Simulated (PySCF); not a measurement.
## Working out the excitation energy of Li

Li [He] 2s1 (2S) → Li [He] 3d1 (2D). Computed with PySCF 2.14 in dyall-acv3z (15s9p3d, 57 functions), with the spin-free X2C one-electron Hamiltonian (Gaussian nucleus). Frozen: nothing; the 5 highest virtual orbitals dropped. Energies in hartree (1 hartree = 27.21139 eV):

```csv
part,Li (lower),Li (upper)
UHF,-7.433422,-7.244900
MP2 opposite-spin,-0.037972,-0.037173
MP2 same-spin,-0.000524,-0.000031
```

What does Hartree-Fock give?

(-7.244900) − (-7.433422) = 0.188522 hartree = 5.130 eV.

What do MP2 and SCS-MP2 (6/5 opposite-spin, 1/3 same-spin) give?

The opposite-spin parts differ by 0.022 eV and the same-spin parts by 0.013 eV. MP2: 5.130 + (0.022) + (0.013) = 5.165 eV. SCS-MP2: 5.130 + 1.2 × (0.022) + (0.013)/3 = 5.161 eV.

Measured between the centres of the two terms (NIST): 3.879 eV, so MP2 (valence and next inner shell) is off by 1.286 eV.

What remains against the reference includes basis incompleteness and correlation beyond second order.
